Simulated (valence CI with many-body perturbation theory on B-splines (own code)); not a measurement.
Missing levels of Br13+

Calculated by relativistic CI+MBPT: four valence electrons over a frozen Dirac-Fock core [Ar], a basis of 9 s, 9 p, 10 d, 8 f, 5 g, 3 h, 1 i functions for each j, with the one-electron correlation potential Σ1 (screened to all orders), the two-electron term Σ2, the three-electron term Σ3, Breit, model QED; selected single and double excitations, second order for the rest (own B-spline code, finite nucleus).

No measured spectrum was set against this ion. As an estimate, terms of the open shell hold to 2 to 4 % of their energy, and close levels can change places. Core correlation moves these levels by up to 7200 cm⁻¹, and in measured spectra 5 to 20 % of such shifts remained as error; rates that hang on mixing are uncertain with them. Only levels of the ground parity were solved; by the run's estimate the other parity begins above the list, which can be wrong where configurations are misplaced.

| Level | E (cm⁻¹) |
| --- | --- |
| 3d4 5D_0 | 0.0 |
| 3d4 5D_1 | ? |
| 3d4 5D_2 | 4791 |
| 3d4 5D_3 | 8188 |
| 3d4 5D_4 | 11820 |
| 3d4 3P_0 [a] | 47420 |
| 3d4 3H_4 | ? |
| 3d4 3P_1 [a] | 56386 |
| 3d4 3H_5 | 56450 |
| 3d4 3H_6 | 59374 |
| 3d4 3F_3 [a] | 59497 |
| 3d4 3F_2 [a] | 60675 |
| 3d4 3F_4 [a] | ? |
| 3d4 3P_2 [a] | ? |
| 3d4 3G_3 | ? |
| 3d4 3G_4 | 70353 |
| 3d4 3G_5 | 73783 |
| 3d4 3D_3 | ? |
| 3d4 3D_2 | 83946 |
| 3d4 1I_6 | 84602 |

Names give the largest LS component (configuration and term), which can be under half, so a name can repeat, a term be missing and a line seem to break the LS rules; names also repeat where a configuration has a term twice. Letters in brackets count levels of one name in rising energy.

(1) The levels stand in rising order. What does the calculation give for the missing energies?

Results:

(1) 3d4 5D_1 1889; 3d4 3H_4 52004; 3d4 3F_4 [a] 62630; 3d4 3P_2 [a] 67288; 3d4 3G_3 69993; 3d4 3D_3 82526.
